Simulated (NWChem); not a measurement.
Species: SiN, doublet; SMILES N#[Si]

Results from NWChem. Spin-unrestricted. Geometry: optimised at PBE0/def2-SVP, spin-unrestricted. No stability test was run on the SCF state. B3LYP is NWChem's, with the RPA form of VWN correlation. Vertical excitations in the gas phase. Excited states of an open shell can be spin-contaminated.

Problem. Estimate the computed values for B3LYP/def2-SVP, TDA. Quantities: lowest excitation (eV); oscillator strength of that lowest state; lowest empty minus highest occupied level, either spin (eV).

Solution. 
```json
{
 "lowest excitation (eV)": "0.38",
 "oscillator_strength_of_that_lowest_state": "0.001",
 "lowest empty minus highest occupied level, either spin (eV)": "2.70"
}
```
